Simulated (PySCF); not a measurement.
Multinuclear NMR of C₇H₁₂OSi

Numbering as in the mapped SMILES `[CH3:1][CH:2]([CH3:3])[O:4][C:5]1=[CH:6][CH:7]=[CH:8][SiH2:9]1` (H(Xn): hydrogen on atom n).

Isolated molecule, equivalent nuclei averaged, a single conformation, non-relativistic. Shieldings: GIAO PBE0/pcSseg-1; geometry: GFN2-xTB; PySCF 2.14.0 with density-fitted response routines.

Task: What are the $^{29}$Si shifts?

Result: 
| atoms | environment | σ (ppm) | δ (ppm) |
| --- | --- | --- | --- |
| Si9 | silicon bonded to 2 C, 2 H, in a 5-membered ring | 415.2 | -61.3 |

Shieldings were converted by a linear fit to measured shifts: $^{29}$Si: δ = 279.94 − 0.822σ (rms 8.9 ppm, 72 shifts, 25.8 ppm with the 6 outliers that the fit left out vs TMS, solution or neat liquid). A few per cent of atoms miss by over 2 rms, more outside the fitted compound classes.

On a 400 MHz spectrometer $^{29}$Si resonates near 79.5 MHz, so 1 ppm is 79.5 Hz.

Task: Predict the $^{17}$O NMR data.

Result: 
| atoms | environment | σ (ppm) | δ (ppm) |
| --- | --- | --- | --- |
| O4 | ether oxygen | 156.6 | 124.0 |

Shieldings were converted by a linear fit to measured shifts: $^{17}$O (scatter 10.7 ppm rms, 12.2 ppm with the 3 outliers that the fit left out vs liquid water, solution or neat liquid). Occasional misses reach two or three times the rms, and more in compound classes unlike the fitted ones.

On a 600 MHz spectrometer $^{17}$O resonates near 81.3 MHz, so 1 ppm is 81.3 Hz.
